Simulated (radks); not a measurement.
Task: These are the eigenvalues of the occupied orbitals of an atom or ion with whole-number occupations (hartree). Method: scalar-relativistic Kohn-Sham, PBEsol, spin-polarised, spherical densities, finite nucleus; Fermi nuclear charge, rms radius of each element as measured or else 0.836 A^(1/3) + 0.57 fm; computed with a radial shooting solver on a logarithmic mesh with Libxc functionals.

orbital  eigenvalue
1s down   -1841.865
1s up     -1841.865
2s up     -305.5602
2s down   -305.5578
2p up     -272.1654
2p down   -272.1637
3s up     -69.12264
3s down   -69.03084
3p up     -58.77469
3p down   -58.68343
3d up     -45.08635
3d down   -45.01596
4s up     -15.35325
4s down   -15.14729
4p up     -11.93327
4p down   -11.72942
4d up      -7.19841
4d down    -6.99773
5s up      -3.39145
5s down    -3.29322
5p up      -2.50034
5p down    -2.42723
4f up      -2.04240

Which element is it, and in what charge state? The configuration may be excited. Open shells, if any, are filled with parallel spins first.

Result: Z = 64, gadolinium, charge +4: Gd4+ in [Xe] 4f6. The list shows which subshells hold electrons but not how many an open one holds; the 1s level, -1841.9 hartree, gives Z - s = 60.7 by -(Z - s)^2/2, which with screening and relativity narrows Z to a few neighbours, and the depths of the outer levels then fix element, charge and occupations together.
